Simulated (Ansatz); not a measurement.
Reaction (hydrogenolysis of a C–O bond): `N[SiH2]CO` + H₂ → `C[SiH2]N` + H₂O

Computed with Ansatz on PBE0-D4/def2-TZVP structures; ΔE is electronic, products minus reactants. CCSD(T)/CBS adds triple-zeta CCSD(T) − MP2 to the extrapolated MP2 energy (def2 sets, frozen cores). This one scheme is used for every species. DFT in def2-TZVPP. Each species was taken in one conformer, which may not be the lowest.

`N[SiH2]CO`:

Z-matrix (Å, degrees):
```
Si
C 1 1.884
N 1 1.733 2 104.8
H 1 1.493 2 110.3 3 -124.0
H 1 1.486 2 111.8 3 114.1
O 2 1.419 1 109.8 3 -43.6
H 2 1.094 1 111.0 3 -162.9
H 2 1.102 1 110.5 3 79.5
H 3 1.007 1 118.8 2 141.9
H 3 1.009 1 119.8 2 -78.1
H 6 0.966 2 106.9 1 34.1
```

H₂:

Cartesian coordinates in Å:
```
H 0.193 0.068 -0.312
H -0.193 -0.068 0.312
```

`C[SiH2]N`:

Z-matrix (Å, degrees):
```
C
Si 1 1.871
H 1 1.093 2 111.2
H 1 1.094 2 110.5 3 119.8
H 1 1.093 2 111.2 3 -120.4
N 2 1.720 1 116.4 3 60.2
H 2 1.489 1 108.4 3 -179.4
H 2 1.489 1 108.4 3 -60.3
H 6 1.007 2 120.7 1 73.7
H 6 1.007 2 120.7 1 -73.5
```

H₂O:

Cartesian coordinates in Å:
```
O -0.158 0.356 -0.001
H -0.120 -0.268 -0.729
H 0.278 -0.087 0.730
```

```json
{"level": "CAM-B3LYP", "ΔE (kJ/mol)": "-128.5"}
{"level": "HF/def2-SVP", "ΔE (kJ/mol)": "-134.2"}
```

(1) What does CCSD(T)/CBS give? (Estimate.)

Largest T1 diagnostic among the species: 0.011.

Answers

(1) Ansatz gave: -133.3 kJ/mol. The listed levels differ from it by 4.8, -0.9 kJ/mol.

At CCSD(T), def2-SVP lies +16.6 kJ/mol from the extrapolated value and def2-TZVPP +3.2 kJ/mol. In def2-TZVPP, CCSD(T) changes the Hartree–Fock value by +14.2 kJ/mol (the triples alone add +4.4 kJ/mol) and MP2 by +10.5 kJ/mol. The D4 term adds +5.8 kJ/mol with B3LYP and +3.1 kJ/mol with PBE0; it sums over pairs of atoms, weighted by their polarisabilities, and B3LYP, whose exchange is more repulsive, gets the larger term.

B3LYP here is the variant with VWN-RPA as its local correlation; programs differ in this.
